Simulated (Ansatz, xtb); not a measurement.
## CHSSi2+: which of two structures lies lower

Structure X: `[Si]=C[Si]#[S+]`, a singlet. Structure Y: a singlet given by its coordinates. Both are isolated ions in the gas phase, relaxed with B3LYP-D3(BJ)/def2-SVP.

X (Å):

```xyz
5

C    -1.2471   -0.1944   -1.6911
S    -0.5486    0.2207   -5.2533
Si   -0.9767    0.0072   -3.4065
Si   -0.1457   -0.3890   -0.3318
H    -2.3216   -0.1993   -1.4162
```

Y (Å):

| atom | x (Å) | y (Å) | z (Å) |
| --- | --- | --- | --- |
| C | -1.5085 | -0.4543 | -2.7303 |
| S | -1.5349 | 1.1734 | -2.0203 |
| Si | 0.5424 | 0.6255 | -2.1491 |
| Si | -0.8272 | -1.4777 | -1.4270 |
| H | -1.8875 | -0.5826 | -3.7519 |

Close contacts (Å): C1–S2 1.78, C1–Si3 2.39, C1–Si4 1.79, S2–Si3 2.15, S2–Si4 2.81, Si3–Si4 2.61, C1–H5 1.10.

Quicker runs give these differences E(Y) − E(X): GFN2-xTB +25.5 kcal/mol; HF/STO-3G −20.3 kcal/mol (at GFN2-xTB geometries); r2SCAN-D4/def2-SVP +4.7 kcal/mol (at GFN2-xTB geometries).

Problem. Which of the two would you expect CCSD(T)/def2-TZVP electronic energies to favour?

Solution. Structure Y; the calculation gives E(Y) − E(X) = −3.4 kcal/mol.

How the difference moves with the method:

```csv
level,geometry,E(Y) − E(X) (kcal/mol),departure from the last row (kcal/mol),"job, with rough time for the two"
GFN2-xTB,GFN2-xTB,+25.5,+28.8,"optimisation, 0.35 s"
HF/STO-3G,GFN2-xTB,−20.3,−17.0,"single point, 0.7 s"
r2SCAN-D4/def2-SVP,GFN2-xTB,+4.7,+8.1,"single point, 4.2 s"
B3LYP-D3(BJ)/def2-SVP,B3LYP-D3(BJ)/def2-SVP,+1.3,+4.7,"optimisation, 47 s"
HF/def2-TZVP,B3LYP-D3(BJ)/def2-SVP,+8.9,+12.3,part of the CCSD(T) run
MP2/def2-TZVP,B3LYP-D3(BJ)/def2-SVP,−3.7,−0.4,part of the CCSD(T) run
CCSD(T)/def2-TZVP,B3LYP-D3(BJ)/def2-SVP,−3.4,,"single point, 59 s"
```

GFN2-xTB, r2SCAN-D4/def2-SVP, B3LYP-D3(BJ)/def2-SVP, HF/def2-TZVP put the two in the other order. The largest departure from CCSD(T)/def2-TZVP is that of GFN2-xTB, 28.8 kcal/mol.

With harmonic frequencies from B3LYP-D3(BJ)/def2-SVP (ideal gas, rigid rotor, one conformer each, 600 K, 1 atm): on the last row, ΔE + ΔZPE = −2.6, ΔH = −3.1, ΔG = −1.3 kcal/mol.

The T1 diagnostic of structures X and Y is large, so the coupled-cluster value is less sure. The correlated steps freeze 16 core orbitals. Mirror images aren't counted in ΔG. Codes used: Ansatz 0.2.0, xtb 6.7.1; the last row on 1 thread of Intel(R) Xeon(R) 6975P-C (Granite Rapids) on a shared host.
